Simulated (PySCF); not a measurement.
Tl: excitation energy

Tl [Xe] 4f14 5d10 6s2 6p1 (2P) → Tl [Xe] 4f14 5d10 6s1 6p1 7s1 (4P), as a difference of total energies. Computed with PySCF 2.14 in aug-cc-pwCVTZ-PP with ECP60MDF (8s7p6d4f1g, 96 functions), with scalar relativity through the core potential. Correlated levels: valence: 5s2 5p6 5d10 frozen; valence and next inner shell: nothing frozen outside the core potential. The calculations carry no spin-orbit coupling.

| method | excitation energy (eV) |
| --- | --- |
| UHF | 7.857 |
| LDA | 10.027 |
| PBE | 9.644 |
| PBE0 | 9.386 |
| r2SCAN | 9.569 |
| HSE06 | 9.420 |
| revPBE | 9.537 |
| BHandHLYP | 9.385 |
| CAM-B3LYP | 9.659 |
| MP2 (valence) | 8.451 |
| SCS-MP2 (valence) | 8.650 |
| MP2 (valence and next inner shell) | 9.805 |
| SCS-MP2 (valence and next inner shell) | 9.785 |

How much does correlation contribute at MP2 (valence and next inner shell)?

9.805 − (7.857) = 1.948 eV, measured against UHF.

The upper state lies above the first ionisation limit, but in LS coupling its spin forbids autoionisation to the ground ion; at this Z spin-orbit coupling breaks that rule. A Rydberg-like electron needs more diffuse functions than a valence basis has.

The promoted electron is Rydberg-like, and one or two diffuse shells describe it only roughly, which tends to raise the upper state.
